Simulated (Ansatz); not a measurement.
A single point on `C[O][Ti]([NH2])([O]C)[O]C`.

```yaml
crystal:
  periodic: [false, false, false]
  atoms:
    - {symbol: C, position_ang: [-1.427780, -1.534405, 2.112549]}
    - {symbol: O, position_ang: [-1.411892, -0.912327, 0.871014]}
    - {symbol: Ti, position_ang: [-0.497996, 0.047083, -0.332138]}
    - {symbol: N, position_ang: [-1.665885, 1.305434, -1.124745]}
    - {symbol: O, position_ang: [0.805669, 0.905906, 0.547651]}
    - {symbol: C, position_ang: [1.310926, 2.156063, 0.887229]}
    - {symbol: O, position_ang: [0.276983, -0.917666, -1.625188]}
    - {symbol: C, position_ang: [1.423837, -1.539800, -2.100824]}
    - {symbol: H, position_ang: [-2.396322, -1.375131, 2.599268]}
    - {symbol: H, position_ang: [-0.643383, -1.134807, 2.766588]}
    - {symbol: H, position_ang: [-1.273431, -2.614132, 2.006068]}
    - {symbol: H, position_ang: [-1.600298, 1.624176, -2.080704]}
    - {symbol: H, position_ang: [-2.528270, 1.626625, -0.708929]}
    - {symbol: H, position_ang: [2.332997, 2.268076, 0.508066]}
    - {symbol: H, position_ang: [0.694487, 2.959643, 0.467767]}
    - {symbol: H, position_ang: [1.337975, 2.271351, 1.976691]}
    - {symbol: H, position_ang: [2.322278, -1.141197, -1.614326]}
    - {symbol: H, position_ang: [1.516778, -1.379564, -3.180644]}
    - {symbol: H, position_ang: [1.381526, -2.619628, -1.918892]}
basis:
  gaussian: {orbitals: def2-TZVPP}
hamiltonian: {xc: pbe}
correlation: {method: rpa}
```

```sh
$ ansatz run in.yaml --threads 4 --pin off --events-out ev --progress --plain --max-ram 66560MiB --backend cuda --devices 0, --max-vram 37GiB
```

Output, abridged:

```
Functional definition: PBE
2671 factors; integrals over basis functions are off by at most 1.1e-3 eV
mean field evaluation 1: about -33995.4008 eV, gradient 1.3e2 eV
mean field evaluation 2: about -33995.3966 eV, gradient 1.3e2 eV
mean field evaluation 4: about -33992.7276 eV, gradient 1.3e2 eV
mean field evaluation 8: about -34027.6869 eV, gradient 4.5e0 eV
mean field evaluation 16: about -34027.7269 eV, gradient 3.9e-3 eV
mean field -34027.72691387 eV, -1250.4958992628 hartree, gradient 6.5e-6 eV, S^2 0.000000; 2 other end points of the search recorded, 0 dependent functions left out
12 core orbitals not correlated: weight in the atoms' cores, before any rotation towards them, 1.000 or more for the frozen orbitals, at most 0.000 for the correlated occupied ones
reference -33949.45948108 eV, -1247.6196241597 hartree; 29, 29 occupied and 394, 394 virtual orbitals, 2671 factors
Total energy: -34031.22432645 eV, -1250.6244268047 hartree
```

Hardware: 4 threads of an AMD EPYC 7R13 on a shared host and a share of an NVIDIA H100 80 GB. Wall time 6.5 s, peak host memory 2 GiB.
